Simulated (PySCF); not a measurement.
Compound: C3H7BO.
Atom-mapped SMILES: `[BH:1]1[CH2:2][CH2:3][O:4][CH2:5]1` (hydrogens: H6 on B1; H7, H8 on C2; H9, H10 on C3; H11, H12 on C5)

The closed-shell ground state was solved at several levels (PySCF, density fitting, gas phase, non-relativistic). Isolated species at its GFN2-xTB geometry (one conformer only).

```tsv
level	basis functions	HOMO (eV)	LUMO (eV)	gap (eV)	dipole (D)
B3LYP/def2-SVPD	159	-6.91	-1.43	5.48	1.53
PBE0/pcSseg-1	120	-7.00	-1.18	5.82	1.57
```

Question: Estimate the row for B3LYP/pcJ-1, a basis of 205 functions; the other rows only guide the guess.

Answer: HOMO -6.74 eV, LUMO -1.40 eV, gap 5.34 eV, dipole 1.56 D.

Question: Over all these levels, which gives the widest orbital gap and which the narrowest?

Answer: PBE0/pcSseg-1 (global hybrid, 25 % exact exchange) has the widest, 5.82 eV, and B3LYP/pcJ-1 (global hybrid, 20 % exact exchange) the narrowest, 5.34 eV. Functional and basis both differ between the two, so the spread mixes both effects.

Question: How far do the dipole and the HOMO energy spread over the levels?

Answer: The dipole runs from 1.53 to 1.57 D (mean 1.56 D) and the HOMO from -7.00 to -6.74 eV.
